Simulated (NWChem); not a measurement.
System meant: FeH$_{12}$O$_{6}$ (charge +3), sextet; SMILES [OH2]->[Fe+3](<-[OH2])(<-[OH2])(<-[OH2])(<-[OH2])<-[OH2]

The following NWChem deck was run.

```
start job
memory heap 200 mb stack 900 mb global 1100 mb
charge 3
geometry units angstroms noautoz
  Fe    -0.000113     0.000084     0.000134
  O     -1.789463     0.906723    -0.360266
  H     -2.437588     0.665011    -1.058851
  H     -2.168664     1.669048     0.131205
  O      0.347065     1.293961     1.535913
  H      0.092770     1.166407     2.476962
  H      0.799483     2.164754     1.476659
  O      0.911578     1.286720    -1.290927
  H      1.866971     1.304244    -1.522083
  H      0.479881     2.007739    -1.801073
  O     -0.911995    -1.286635     1.291126
  H     -1.867401    -1.304318     1.522214
  H     -0.480280    -2.007740     1.801134
  O     -0.346314    -1.294691    -1.535198
  H     -0.092878    -1.167073    -2.476484
  H     -0.799509    -2.165094    -1.475753
  O      1.789382    -0.906359     0.360141
  H      2.168462    -1.668790    -0.131250
  H      2.437402    -0.664725     1.058845
end
basis spherical
  * library def2-svp
end
dft
  odft
  mult 7
  xc pbe0
  iterations 150
  semidirect filesize 400000000
  mulliken
end
task dft energy
```

End of the output:

```
 Summary of "ao basis" -> "" (spherical)
 ------------------------------------------------------------------------------
       Tag                 Description            Shells   Functions and Types
 ---------------- ------------------------------  ------  ---------------------
 *                          def2-svp                  on all atoms

                                 NWChem DFT Module
                                 -----------------

 Summary of "ao basis" -> "ao basis" (spherical)
 ------------------------------------------------------------------------------
       Tag                 Description            Shells   Functions and Types
 ---------------- ------------------------------  ------  ---------------------
 Fe                         def2-svp                11       31   5s3p2d1f
 O                          def2-svp                 6       14   3s2p1d
 H                          def2-svp                 3        5   2s1p

 Summary of "ao basis" -> "ao basis" (spherical)
 ------------------------------------------------------------------------------
       Tag                 Description            Shells   Functions and Types
 ---------------- ------------------------------  ------  ---------------------
 Fe                         def2-svp                11       31   5s3p2d1f
 O                          def2-svp                 6       14   3s2p1d
 H                          def2-svp                 3        5   2s1p

      Symmetry analysis of basis
      --------------------------

        ag         87
        au         88

  number of electrons :                   83
  multiplicity        :                    7
 ------------------------------------------------------------------------
  no. of electrons and multiplicity not compatible                  83
 ------------------------------------------------------------------------
 ------------------------------------------------------------------------
  current input line :
    36: task dft energy
 ------------------------------------------------------------------------
 ------------------------------------------------------------------------
 There is an error in the input file
 ------------------------------------------------------------------------
 For more information see the NWChem manual at https://nwchemgit.github.io

0: no. of electrons and multiplicity not compatible:Received an Error in Communication
```

**Question.** Find the fault in this run and fix the input.

**Answer.** The input was rejected before any calculation. Cause: the multiplicity doesn't fit the number of electrons (an even count wants an odd multiplicity, and the reverse). This input runs:
```
start job
memory heap 200 mb stack 900 mb global 1100 mb
charge 3
geometry units angstroms noautoz
  Fe    -0.000113     0.000084     0.000134
  O     -1.789463     0.906723    -0.360266
  H     -2.437588     0.665011    -1.058851
  H     -2.168664     1.669048     0.131205
  O      0.347065     1.293961     1.535913
  H      0.092770     1.166407     2.476962
  H      0.799483     2.164754     1.476659
  O      0.911578     1.286720    -1.290927
  H      1.866971     1.304244    -1.522083
  H      0.479881     2.007739    -1.801073
  O     -0.911995    -1.286635     1.291126
  H     -1.867401    -1.304318     1.522214
  H     -0.480280    -2.007740     1.801134
  O     -0.346314    -1.294691    -1.535198
  H     -0.092878    -1.167073    -2.476484
  H     -0.799509    -2.165094    -1.475753
  O      1.789382    -0.906359     0.360141
  H      2.168462    -1.668790    -0.131250
  H      2.437402    -0.664725     1.058845
end
basis spherical
  * library def2-svp
end
dft
  odft
  mult 6
  xc pbe0
  iterations 150
  semidirect filesize 400000000
  mulliken
end
task dft energy
```
It converges to -1720.02950 Ha (PBE0/def2-SVP, spin-unrestricted).
